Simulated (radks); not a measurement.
Values are calculated unless marked as measured or tabulated.
F, 9 electrons, occupied as [He] 2s2 2p5 (the NIST ground configuration).

Level of theory: scalar-relativistic Kohn-Sham, LDA (Slater exchange, Perdew-Wang correlation), spin-polarised, spherical densities, finite nucleus; open shells are filled with parallel spins first; Fermi nuclear charge, rms radius 2.8976 fm; hard spherical wall at 3 bohr (a radial shooting solver on a logarithmic mesh with Libxc functionals).

Energy parts (eV):
total: -2694.712
kinetic: 2717.745
electron-nucleus: -6532.575
Hartree: 1387.671
exchange-correlation: -267.553

Orbitals (lengths in bohr, moments of r in powers of bohr; r(max) is where P^2 peaks):
orbital,occ.,eigenvalue (eV),r(max),<1/r>,<r^2>
1s up,1,-653.3069,0.1149,8.583,0.04249
1s down,1,-652.4786,0.1149,8.590,0.04239
2s up,1,-26.5289,0.7714,1.459,1.180
2s down,1,-24.9008,0.7756,1.444,1.202
2p up,3,-7.6832,0.7072,1.327,1.257
2p down,2,-6.0342,0.7161,1.309,1.294
3s up,0,30.3596,2.040,0.8884,3.540
3s down,0,31.1313,2.047,0.8918,3.540
3d up,0,36.3969,1.869,0.6028,3.469
3d down,0,37.0225,1.877,0.6000,3.491
3p up,0,37.0379,2.059,0.9148,3.347
3p down,0,37.9377,2.067,0.9232,3.335

The highest occupied level is 2p down at -6.034 eV. Summed over all electrons, <r^2> = 8.828 bohr^2, which gives a Langevin (diamagnetic) susceptibility term of -6.99 x 10^-6 cm^3/mol. The pressure on the wall is 95.9 GPa. The electron density at the nucleus is 459.1 e/bohr^3 (large components only). Spin moment in Bohr magnetons: 1. The spin density at the nucleus is -0.0490 e/bohr^3 (1s -0.3193, 2s 0.2703).
